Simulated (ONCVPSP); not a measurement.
## aluminium: ONCV pseudisation with LDA (Perdew-Wang 92), scalar-relativistic reference atom.

- Element: aluminium
- Generator: ONCVPSP 4.0.1
- Type: optimised norm-conserving Vanderbilt (ONCV)
- Functional: LDA (Perdew-Wang 92)
- Relativity: scalar-relativistic
- Frozen core: [He]
- Valence charge: 11
- Reference configuration: 2s2 2p6 3s1.75 3p1.25
- Partial waves: 2s+3s: rc 1.15 bohr, ncon 4, nbas 7, qcut 8.6 1/bohr, 3 projectors, debl 2.2 Ha; 2p+3p: rc 1.15 bohr, ncon 4, nbas 9, qcut 14.3 1/bohr, 3 projectors, debl 4 Ha; d scattering state at 0.02 Ha: rc 1.00 bohr, ncon 4, nbas 9, qcut 11.3 1/bohr, 1 projector
- Local potential: polynomial inside 0.75 bohr (lpopt 5, dvloc0 0 Ha)
- Core correction: polynomial model core, fcfact 0.7

All-electron outer shells of the reference configuration (LDA (PZ), scalar-relativistic, ld1.x):

```json
{"shell": "1s", "level (eV)": "-1504.78", "outermost node (bohr)": "–", "outermost maximum (bohr)": "0.08"}
{"shell": "2s", "level (eV)": "-107.96", "outermost node (bohr)": "0.17", "outermost maximum (bohr)": "0.50"}
{"shell": "2p", "level (eV)": "-70.17", "outermost node (bohr)": "–", "outermost maximum (bohr)": "0.43"}
{"shell": "3s", "level (eV)": "-8.06", "outermost node (bohr)": "0.80", "outermost maximum (bohr)": "2.06"}
{"shell": "3p", "level (eV)": "-2.96", "outermost node (bohr)": "0.82", "outermost maximum (bohr)": "2.61"}
```

Results:

```json
{
 "Cutoffs needed": "70 Ha and 80 Ha (the cutoffs (Ha) at which the residual kinetic energy of the hardest occupied pseudo-wave falls to 1 and 0.1 mHa per electron)",
 "Ghost test": "no bound ghost flagged; no localised positive-energy state flagged",
 "Largest excitation error": "-0.4 meV (all-electron minus pseudo) for 2s2 2p6 3s1 3p1, out of 4 test configurations",
 "rms error of d²Exc/dni dnj": "1.90 mHa without and 1.10 mHa with the model core"
}
```

Generation and tests took about 5.3 s on one core of a shared server CPU.
